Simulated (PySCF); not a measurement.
Successive ionisation energies of bromine

Calculated with PySCF 2.14, two-component X2C-1e (Gaussian nucleus, no Breit or QED terms), each ion in its own even-tempered basis; GMP2 freezes the deep shells of the larger ions and drops the highest virtual spinors; eV.

```json
{"ion": "Br¹⁹⁺", "configuration": "[Ne] 3s2 3p4", "GHF (spin-free)": "807.07", "GHF (screened spin-orbit)": "809.46", "GMP2 (screened spin-orbit)": "810.31", "NIST": "809.8 ± 1.2", "kind": "semi-empirical"}
{"ion": "Br²⁰⁺", "configuration": "[Ne] 3s2 3p3", "GHF (spin-free)": "868.48", "GHF (screened spin-orbit)": "862.86", "GMP2 (screened spin-orbit)": "862.63", "NIST": "870 ± 3", "kind": "semi-empirical"}
{"ion": "Br²¹⁺", "configuration": "[Ne] 3s2 3p2", "GHF (spin-free)": "914.84", "GHF (screened spin-orbit)": "916.44", "GMP2 (screened spin-orbit)": "918.01", "NIST": "920.8 ± 2.2", "kind": "semi-empirical"}
{"ion": "Br²²⁺", "configuration": "[Ne] 3s2 3p1", "GHF (spin-free)": "962.56", "GHF (screened spin-orbit)": "969.93", "GMP2 (screened spin-orbit)": "970.35", "NIST": "963 ± 5", "kind": "semi-empirical"}
{"ion": "Br²³⁺", "configuration": "[Ne] 3s2", "GHF (spin-free)": "1065.9", "GHF (screened spin-orbit)": "1065.9", "GMP2 (screened spin-orbit)": "1068.7", "NIST": "1070.6 ± 1.4", "kind": "semi-empirical"}
{"ion": "Br²⁴⁺", "configuration": "[Ne] 3s1", "GHF (spin-free)": "1118.5", "GHF (screened spin-orbit)": "1118.5", "GMP2 (screened spin-orbit)": "1119.2", "NIST": "1119.2", "kind": "semi-empirical"}
{"ion": "Br²⁵⁺", "configuration": "[Ne]", "GHF (spin-free)": "2745.0", "GHF (screened spin-orbit)": "2728.8", "GMP2 (screened spin-orbit)": "2730.3", "NIST": "2731.4 ± 1.5", "kind": "semi-empirical"}
{"ion": "Br²⁶⁺", "configuration": "[He] 2s2 2p5", "GHF (spin-free)": "2879.3", "GHF (screened spin-orbit)": "2867.1", "GMP2 (screened spin-orbit)": "2868.6", "NIST": "2869 ± 5", "kind": "semi-empirical"}
{"ion": "Br²⁷⁺", "configuration": "[He] 2s2 2p4", "GHF (spin-free)": "3016.2", "GHF (screened spin-orbit)": "3020.3", "GMP2 (screened spin-orbit)": "3020.6", "NIST": "3021 ± 7", "kind": "semi-empirical"}
{"ion": "Br²⁸⁺", "configuration": "[He] 2s2 2p3", "GHF (spin-free)": "3202.2", "GHF (screened spin-orbit)": "3172.0", "GMP2 (screened spin-orbit)": "3170.8", "NIST": "3169 ± 24", "kind": "semi-empirical"}
{"ion": "Br²⁹⁺", "configuration": "[He] 2s2 2p2", "GHF (spin-free)": "3345.3", "GHF (screened spin-orbit)": "3365.5", "GMP2 (screened spin-orbit)": "3367.8", "NIST": "3361 ± 3", "kind": "semi-empirical"}
{"ion": "Br³⁰⁺", "configuration": "[He] 2s2 2p1", "GHF (spin-free)": "3491.2", "GHF (screened spin-orbit)": "3529.0", "GMP2 (screened spin-orbit)": "3528.0", "NIST": "3523.1 ± 2.2", "kind": "semi-empirical"}
```

Where is the largest relative jump?

From Br²⁴⁺ to Br²⁵⁺: 1119.2 to 2730.3 eV, where the electron removed from [Ne] comes from a deeper shell or subshell.
